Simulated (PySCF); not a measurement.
Electronic structure of Sr (strontium, neutral) at the UHF level

Configuration: [Kr] 5s2, closed-shell 1S. All numbers are calculated (PySCF 2.14, scalar relativity by spin-free X2C-1e, in x2c-SVPall (6s4p5d1f, 50 functions)).

```
Total energy                        : -3177.024168 hartree
One-electron energy                 : -4395.2231 hartree
Hartree (Coulomb) energy            : 1322.1519 hartree
Exchange energy                     : -103.9529 hartree
⟨S²⟩                                : 0.0000
⟨L²⟩                                : 0.000
Sum of ⟨r⟩                          : 31.59 bohr
Sum of ⟨r²⟩                         : 74.51 bohr²
Langevin diamagnetic susceptibility : -59.0 ×10⁻⁶ cm³/mol
Time after the integrals            : 0.17 s of wall time on 1 thread of Intel(R) Xeon(R) Platinum 8559C (shared host)
```

```tsv
shell	electrons	mean orbital energy (hartree)	rms radius, mean of both spins (bohr)
1s	2	-595.24319	0.0451
2s	2	-83.11568	0.187
2p	6	-73.68866	0.166
3s	2	-13.97676	0.524
3p	6	-10.82606	0.535
3d	10	-5.61683	0.547
4s	2	-1.95705	1.46
4p	6	-1.10341	1.69
5s	2	-0.18135	4.88
```

Densities and radii are taken from the X2C orbitals without a picture-change correction, which distorts them close to the nucleus.
